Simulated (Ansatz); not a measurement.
A CCSD(T) single point on CH4FGeN (`[F][GeH]1[CH2][NH]1`).

```yaml
crystal:
  periodic: [false, false, false]
  atoms:
    - {symbol: F, position_ang: [-1.934117, 1.105072, -0.278516]}
    - {symbol: Ge, position_ang: [-0.329440, 0.607479, -0.726095]}
    - {symbol: C, position_ang: [0.719718, -0.072554, 0.703163]}
    - {symbol: N, position_ang: [0.149687, -1.096754, -0.236419]}
    - {symbol: H, position_ang: [-0.055138, 1.119588, -2.127361]}
    - {symbol: H, position_ang: [1.805179, -0.030993, 0.719482]}
    - {symbol: H, position_ang: [0.271070, 0.014436, 1.691551]}
    - {symbol: H, position_ang: [-0.534759, -1.703273, 0.198294]}
basis:
  gaussian: {orbitals: def2-TZVPP}
correlation: {method: ccsd_t}
output: {orbitals: {seedname: orbitals}}
```

```sh
$ ansatz run in.yaml --threads 2 --pin off --events-out ev --progress --plain --max-ram 4352MiB
```

Output of Ansatz, abridged:

```
Functional definition: HF
1216 factors; integrals over basis functions are off by at most 1.1e-3 eV
mean field evaluation 1: about -61752.0916 eV, gradient 4.4e1 eV
mean field evaluation 2: about -61752.2764 eV, gradient 4.4e1 eV
mean field evaluation 4: about -61756.3455 eV, gradient 3.6e0 eV
mean field evaluation 8: about -61756.4017 eV, gradient 3.5e-1 eV
mean field evaluation 16: about -61756.4022 eV, gradient 1.2e-6 eV
mean field -61756.40217135 eV, -2269.5059198043 hartree, gradient 1.2e-6 eV, S^2 0.000000; 0 other end points of the search recorded, 0 dependent functions left out
12 core orbitals not correlated: weight in the atoms' cores, before any rotation towards them, 1.000 or more for the frozen orbitals, at most 0.000 for the correlated occupied ones
reference -61756.40217135 eV, -2269.5059198043 hartree; 17, 17 occupied and 168, 168 virtual orbitals, 1216 factors
second order -24.05222096 eV of doubles, -0.00000000 eV of singles
cycle   1  -23.64585720 eV  change    4.1e-1 eV  update   1.1e-1
cycle   2  -24.27631900 eV  change   -6.3e-1 eV  update   3.4e-2
cycle   3  -24.40734118 eV  change   -1.3e-1 eV  update   1.7e-2
cycle   4  -24.39324519 eV  change    1.4e-2 eV  update   4.3e-3
cycle   5  -24.39100699 eV  change    2.2e-3 eV  update   1.9e-3
cycle   6  -24.39231530 eV  change   -1.3e-3 eV  update   7.3e-4
cycle   7  -24.39198653 eV  change    3.3e-4 eV  update   2.8e-4
cycle   8  -24.39186473 eV  change    1.2e-4 eV  update   1.2e-4
cycle   9  -24.39190875 eV  change   -4.4e-5 eV  update   3.8e-5
cycle  10  -24.39191023 eV  change   -1.5e-6 eV  update   1.3e-5
perturbative correction -0.95257438 eV, -0.0350064630 hartree
Total energy: -61781.74665596 eV, -2270.4373124346 hartree
```

Run time 100 s (2 threads of an Intel Xeon Platinum 8259CL on a shared host); peak host memory 2.5 GiB.

The correlation energy is -25.344 eV, 3.8 % of it from (T); the T1 diagnostic reads 0.0124.
